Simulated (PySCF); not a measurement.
**From computed data to an observable: entropy of an ideal gas**

AlF2H2N, SMILES [NH2][Al]([F])[F].

Geometry optimised at PBE0-D3(BJ)/def2-SVP. The values are those of a single conformer.

PySCF 2.14.0 with PBE0-D3(BJ)/def2-SVP gives the harmonic wavenumbers 200, 247, 287, 360, 399, 666, 695, 952, 969, 1522, 3632, 3727 cm⁻¹ and the rotational temperatures 0.3105, 0.2997, 0.1525 K. The molar mass is 81.00 g/mol, the symmetry number 2, the spin multiplicity 1.

Work out the entropy at 298.15 K and 1 atm in the rigid-rotor, harmonic-oscillator model.


Translation (Sackur–Tetrode at 1 atm): S = R[1.5 ln M + 2.5 ln T − 1.16487] = 163.6 J/(mol K).
Rotation: q = (√π/σ) T^1.5/√(θA θB θC) = 38300, S = R[ln q + 3/2] = 100.2 J/(mol K).
Vibration: with u = 1.4388 ν/T, each mode gives R[u/(e^u − 1) − ln(1 − e^−u)]:
```tsv
ν (cm⁻¹)	modes	u	S (J/(mol K))
200	1	0.97	8.92
247	1	1.19	7.33
287	1	1.38	6.24
360	1	1.74	4.69
399	1	1.93	4.04
666	1	3.21	1.46
695	1	3.35	1.31
952	1	4.59	0.47
969	1	4.68	0.44
1522	1	7.34	0.04
```
The stiffer modes add less than 0.005 each. Sum 35.0 J/(mol K).
Spin: R ln 1 = 0.0 J/(mol K).
Total 298.7 J/(mol K); the program's own thermochemistry gives 298.7. Translation makes up 55 % and vibration 12 %. Anharmonicity, hindered rotation and orbital degeneracy are left out.
